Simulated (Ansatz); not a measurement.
Basis sets compared for Ge19AsH36⁻. The state is a singlet with charge -1. Geometry PBE-D4/def2-SVP. Ansatz on 11 threads of AMD EPYC 7R13 on a shared host and a whole NVIDIA H100 80GB HBM3; times are rough, and most runs start from earlier orbitals.

```xyz
56

Ge   -1.111    2.798    3.410
Ge    0.668    4.975    0.503
As    2.310    1.500    1.612
Ge   -0.280   -1.089    4.222
Ge   -2.664   -0.708    0.769
Ge   -1.250   -4.224    2.456
Ge    3.247    3.125   -2.006
Ge   -0.337    0.796   -1.165
Ge    2.387    0.178   -4.208
Ge    0.560   -1.394   -0.628
Ge   -2.641   -4.156   -1.369
Ge   -1.070   -2.058   -4.211
Ge   -0.746    1.127    5.157
Ge    2.687    5.212   -0.853
Ge    1.011    3.451    2.387
Ge   -2.139   -1.965    2.870
Ge   -2.532   -5.400    0.736
Ge    1.297    1.842   -2.764
Ge    0.871   -1.269   -5.472
Ge   -0.557   -3.064   -2.035
H    -1.721    4.110    4.003
H    -2.074    2.268    2.316
H     0.236    6.369    1.057
H    -0.485    4.471   -0.410
H     2.611    1.077    3.064
H     3.602    2.345    1.554
H     0.121   -1.984    5.445
H     1.031   -0.926    3.388
H    -3.306    0.510    1.594
H    -4.049   -1.504    0.602
H    -1.209   -5.160    3.712
H     0.214   -4.200    1.910
H     4.145    2.265   -1.067
H     4.144    3.503   -3.230
H    -0.526    1.776    0.022
H    -1.622    0.747   -2.033
H     3.311   -0.730   -3.346
H     3.319    0.889   -5.242
H     0.539   -1.734    0.881
H     2.062   -1.436   -1.093
H    -3.791   -3.116   -1.353
H    -2.951   -5.162   -2.530
H    -2.049   -0.861   -4.029
H    -1.815   -3.103   -5.103
H     0.406    1.669    6.067
H    -2.019    1.088    6.061
H     3.859    5.690    0.061
H     2.469    6.338   -1.913
H     1.859    4.237    3.441
H    -3.212   -2.253    3.991
H    -3.995   -5.676    1.208
H    -1.921   -6.802    0.403
H     0.575    2.817   -3.760
H     0.385   -0.493   -6.738
H     1.661   -2.508   -6.004
H     0.481   -4.197   -2.341
```

The 6-31G sets use Cartesian d functions. Single mean-field runs in 6-31G, def2-SVP, def2-TZVP are fitted with def2-universal-jkfit.

```csv
level,functions,energy (Eh),HOMO (eV),LUMO (eV),wall time
HF/STO-3G,396,-41214.2017,-0.09,10.69,4.5 s
HF/6-31G,652,-41680.3691,-4.28,4.16,5.5 s
PBE-D4/def2-SVP,820,-41709.3958,-1.80,0.68,6 s
PBE0-D4/def2-SVP,820,-41710.5447,-2.60,1.37,9 s
```

(1) Estimate the rows for PBE-D4/def2-TZVP (with forces), PBE0-D4/def2-TZVP.

Results:

(1) 
| level | functions | energy (Eh) | HOMO (eV) | LUMO (eV) | wall time |
| --- | --- | --- | --- | --- | --- |
| PBE-D4/def2-TZVP (with forces) | 1176 | -41714.6625 | -1.93 | 0.53 | 9.5 s |
| PBE0-D4/def2-TZVP | 1176 | -41715.7886 | -2.69 | 1.23 | 13 s |
